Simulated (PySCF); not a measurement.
# Electron correlation in Sn³²⁺ (tin, charge +32)

[Ar], closed-shell 1S. Calculation: PySCF 2.14, in an even-tempered Gaussian basis (18 s from 5 bohr⁻², ratio 2.5; 12 p from 6.5 bohr⁻², ratio 2.5; 5 d from 30 bohr⁻², ratio 2.7; 4 f from 45 bohr⁻², ratio 2.7); scalar relativity by spin-free X2C-1e. Frozen: 1s2; 16 electrons correlated; the 21 highest virtual orbitals of each spin left out.

```tsv
level	correlation energy (mhartree)
CCSD	-648.44
(T)	-1.40
CCSD(T)	-649.84
```

Diagnostics: T1 = 0.00039, D1 = 0.0009, largest double amplitude 0.017.

Cost of the coupled-cluster step: roughly 14 core-seconds, for 16 correlated electrons.

At this charge the one-electron X2C treatment keeps the bare 1/r₁₂, with no two-electron picture change or Breit term. The effect here is smaller than on the frozen 1s shell; and a scalar Hamiltonian misses the large spin-orbit splitting of the p shells, which matters for ns² → np² pairs.
